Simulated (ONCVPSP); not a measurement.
**Transferability test, ONCV potential for molybdenum (Mo)**

```
Element                 : Mo
Generator               : ONCVPSP 4.0.1
Type                    : optimised norm-conserving Vanderbilt (ONCV)
Functional              : revPBE
Relativity              : fully relativistic
Frozen core             : [Ar] 3d10
Valence charge          : 14
Reference configuration : 4s2 4p6 4d5 5s1
Partial waves           : 4s+5s: rc 1.70 bohr, ncon 3, nbas 6, qcut 6.8 1/bohr, 2 projectors; 4p: rc 1.75 bohr, ncon 4, nbas 8, qcut 6.1 1/bohr, 3 projectors, debl 1.3 Ha; 4d: rc 2.00 bohr, ncon 3, nbas 7, qcut 6.3 1/bohr, 2 projectors, debl 2.2 Ha
Local potential         : polynomial inside 1.05 bohr (lpopt 5, dvloc0 0 Ha)
Core correction         : none
```

Open shells are filled in proportion to 2j + 1.

In the p channel the program set the typed energies aside and used -1.383, 0.250, 1.550 Ha (j = l + 1/2; the other j can differ).

Energies are relative to the spin-unpolarised reference configuration 4s2 4p6 4d5 5s1; without spin polarisation the order of configurations can differ from experiment.

Give the all-electron excitation energy and the error of the potential for: 4s2 4p6 4d5 5s0; 4s2 4p6 4d4 5s0; 4s2 4p6 4d3 5s0; 4s1 4p6 4d5 5s1.

```csv
valence configuration,charge,ΔE all-electron (eV),error AE − PS (meV)
4s2 4p6 4d5 5s0,+1,6.774,0.0
4s2 4p6 4d4 5s0,+2,22.150,-0.2
4s2 4p6 4d3 5s0,+3,48.814,+13
4s1 4p6 4d5 5s1,+1,70.126,-155
```

Levels in the configuration 4s2 4p6 4d5 5s0:

```json
{"level": "4s j=1/2", "all-electron (eV)": "-70.990", "pseudo (eV)": "-71.012"}
{"level": "4p j=3/2", "all-electron (eV)": "-44.415", "pseudo (eV)": "-44.426"}
{"level": "4p j=1/2", "all-electron (eV)": "-46.879", "pseudo (eV)": "-46.893"}
{"level": "4d j=5/2", "all-electron (eV)": "-10.241", "pseudo (eV)": "-10.241"}
{"level": "4d j=3/2", "all-electron (eV)": "-10.456", "pseudo (eV)": "-10.457"}
```

Note: no bound ghost flagged; GHOST(+) flagged for s at 105.6 eV.
